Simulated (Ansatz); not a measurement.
Cost and result for the atomization energy of H$_{4}$MgO$_{2}$Si (`[OH][Mg][O][SiH3]`) (8 atoms, 7 bonds).

Charge 0, multiplicity 1. Correlated methods include outer-core shells of Mg, which these sets cover unevenly. The geometry is a stationary point of PBE0-D4/def2-TZVP. It is one conformer, not always the lowest. Program: Ansatz. All runs use 4 threads of an Arm Neoverse V1 on a shared host. Times are those of one run each, without the atoms' runs, and a repeat can differ threefold. Electronic energies, without spin–orbit coupling; frozen cores. CCSD(T)/CBS adds CCSD(T) − MP2 in def2-TZVPP to the MP2 limit, and its time is that of the two runs behind it. T1 = 0.011. With those shells the extrapolation isn't a true limit. B3LYP takes the VWN-RPA correlation (the form of Gaussian; ORCA's B3LYP/G). HSE06 is the plane-wave form, built on full-range PBE exchange.

CCSD(T)/CBS is a level of theory with its own doubt, some kJ/mol a heavy atom from the limit and from the frozen cores, so smaller differences don't rank the functionals.

| level | functions | wall time |
| --- | --- | --- |
| LDA (SPW92)/def2-TZVPP | 192 | 0.75 s |
| revPBE-D4/def2-TZVPP | 192 | 1.2 s |
| PBE0-D4/def2-TZVPP | 192 | 1.6 s |
| HSE06-D4/def2-TZVPP | 192 | 1.8 s |
| CCSD(T)/def2-SVP | 84 | 2.2 s |
| B3LYP-D4/def2-TZVPP (with forces) | 192 | 2.4 s |
| r2SCAN-D4/def2-TZVPP (with forces) | 192 | 3 s |
| r2SCANh-D4/def2-TZVPP | 192 | 3 s |
| ωB97X-V/def2-TZVPP | 192 | 4.7 s |
| B97M-V/def2-TZVPP | 192 | 6 s |
| MP2/def2-QZVPP | 367 | 9 s |
| CCSD(T)/def2-TZVPP | 192 | 52 s |
| CCSD(T)/CBS(def2) | – | 61 s |

(1) What atomization energy does each give, and how far from CCSD(T)/CBS? (Best estimate.)

Results:

(1) The calculation gave: 
```tsv
level	atomization (kcal/mol)	difference from CCSD(T)/CBS	per bond
LDA (SPW92)/def2-TZVPP	712.9	68.0	9.7
revPBE-D4/def2-TZVPP	617.4	-27.5	-3.9
PBE0-D4/def2-TZVPP	620.8	-24.1	-3.4
HSE06-D4/def2-TZVPP	621.0	-23.9	-3.4
CCSD(T)/def2-SVP	589.7	-55.2	-7.9
B3LYP-D4/def2-TZVPP (with forces)	631.1	-13.8	-2.0
r2SCAN-D4/def2-TZVPP (with forces)	638.1	-6.8	-1.0
r2SCANh-D4/def2-TZVPP	632.4	-12.5	-1.8
ωB97X-V/def2-TZVPP	638.1	-6.8	-1.0
B97M-V/def2-TZVPP	633.1	-11.8	-1.7
MP2/def2-QZVPP	651.8	6.9	1.0
CCSD(T)/def2-TZVPP	619.1	-25.8	-3.7
CCSD(T)/CBS(def2)	644.9	0.0	0.0
```

From BLYP to BHLYP (50 % exact exchange), in def2-TZVPP and without D4, the atomization energy moves by −16.3 kcal/mol: exact exchange takes away binding that semilocal exchange gives to molecules. The D4 term adds +4.6 kcal/mol with B3LYP and +2.4 kcal/mol with PBE0; it sums over pairs of atoms, weighted by their polarisabilities, and B3LYP, whose exchange is more repulsive, gets the larger term. In def2-TZVPP, CCSD(T) changes the Hartree–Fock value by +161.2 kcal/mol (the triples alone add +8.1 kcal/mol) and MP2 by +178.1 kcal/mol; breaking electron pairs costs correlation energy, which Hartree–Fock lacks.
